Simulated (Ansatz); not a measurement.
`COC[SiH2]O` → 2 C• + 8 H• + 2 O• + Si•  (atomization)

Computed with Ansatz on PBE0-D4/def2-TZVP structures; ΔE is electronic, products minus reactants. CCSD(T)/CBS is the MP2 limit (def2-TZVPP, def2-QZVPP) plus CCSD(T) − MP2 in def2-TZVPP, frozen cores. This one scheme is used for every species, atoms too. Functionals use def2-TZVPP. Open shells (•) are unrestricted, without spin–orbit coupling. Spin–orbit coupling would lower the free atoms: a little for C, O, Si. Each species was taken in one conformer, which may not be the lowest.

`COC[SiH2]O`:

Cartesian coordinates in Å:
```
C 0.703 -1.607 -0.325
O 0.798 -0.663 0.710
C 0.784 0.677 0.235
Si -0.991 1.228 -0.155
O -1.943 0.553 1.008
H -0.226 -1.500 -0.901
H 1.549 -1.519 -1.020
H 0.721 -2.596 0.133
H 1.169 1.294 1.053
H 1.475 0.802 -0.611
H -1.430 0.788 -1.509
H -1.098 2.709 -0.094
H -1.510 -0.167 1.474
```

```csv
level,ΔE (kJ/mol)
r2SCAN-D4,4782.6
CCSD/def2-SVP,4458.2
CCSD(T)/def2-TZVPP,4665.0
MP2/def2-QZVPP,4803.3
```

**Question.** What does CCSD(T)/CBS give? (An estimate is asked.)

**Answer.** The calculation gave: +4790.3 kJ/mol. The listed levels differ from it by -7.7, -332.1, -125.3, 13.0 kJ/mol.

**Question.** What do rigid-rotor, harmonic-oscillator terms from PBE0-D4/def2-TZVP frequencies (298.15 K, 1 bar) make of the CCSD(T)/CBS value? (Estimate.)

**Answer.** Computed: ΔZPE = -266.4 kJ/mol, ΔH = +4582.3 kJ/mol, ΔS = 1370 J/(mol·K), ΔG = +4173.7 kJ/mol. Open shells count their whole term as degenerate. Modes under 50 cm⁻¹ make the entropy rough.

Largest T1 diagnostic among the species: 0.012.

From BLYP to BHLYP (50 % exact exchange), in def2-TZVPP and without D4, ΔE moves by −103.5 kJ/mol: exact exchange takes away binding that semilocal exchange gives to molecules. The D4 term adds +39.1 kJ/mol with B3LYP and +20.6 kJ/mol with PBE0; it sums over pairs of atoms, weighted by their polarisabilities, and B3LYP, whose exchange is more repulsive, gets the larger term.

B3LYP here is the variant with VWN-RPA as its local correlation; programs differ in this.

For atomizations the MP2-based limit and the directly extrapolated one differ by several kJ/mol either way, and by 10 to 25 for some Ge, Se and Sn compounds, so smaller differences from it don't rank the levels.
